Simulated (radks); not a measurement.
Values are calculated unless marked as measured or tabulated.
Question: Se+, 33 electrons, occupied as [Ar] 3d10 4s2 4p3. Code: a radial shooting solver on a logarithmic mesh with Libxc functionals. Model: scalar-relativistic Kohn-Sham, LDA (Slater exchange, Perdew-Wang correlation), spin-polarised, spherical densities, finite nucleus; open shells are filled with parallel spins first; Fermi nuclear charge, rms radius 4.14 fm. Some entries of the table are withheld. Estimate them.

| orbital | occ. | eigenvalue (hartree) | <1/r> (bohr^-1) | <r> (bohr) |
|---|---|---|---|---|
| 1s up | 1 | -459.1430 | 34.51 | 0.04414 |
| 1s down | 1 | -459.1361 | 34.51 | 0.04414 |
| 2s up | 1 | -59.35115 | 7.619 | 0.1963 |
| 2s down | 1 | -59.34695 | 7.619 | 0.1962 |
| 2p up | 3 | -52.30523 | 7.470 | 0.1713 |
| 2p down | 3 | -52.29907 | 7.470 | 0.1713 |
| 3s up | 1 | -8.19674 | 2.485 | 0.5754 |
| 3s down | 1 | -8.18782 | 2.486 | 0.5751 |
| 3p up | 3 | (1) | 2.335 | 0.5906 |
| 3p down | 3 | (2) | 2.336 | 0.5900 |
| 3d up | 5 | -2.34532 | (3) | 0.6322 |
| 3d down | 5 | -2.33086 | (4) | 0.6284 |
| 4s up | 1 | -1.02717 | (5) | 1.739 |
| 4s down | 1 | -0.93800 | (6) | 1.741 |
| 4p up | 3 | -0.60394 | 0.6236 | 2.096 |
| 4p down | 0 | -0.51741 | 0.6131 | 2.148 |

Answer: 
(1) 3p up eigenvalue (hartree): -5.99387
(2) 3p down eigenvalue (hartree): -5.98358
(3) 3d up <1/r> (bohr^-1): 2.029
(4) 3d down <1/r> (bohr^-1): 2.036
(5) 4s up <1/r> (bohr^-1): 0.7607
(6) 4s down <1/r> (bohr^-1): 0.7637
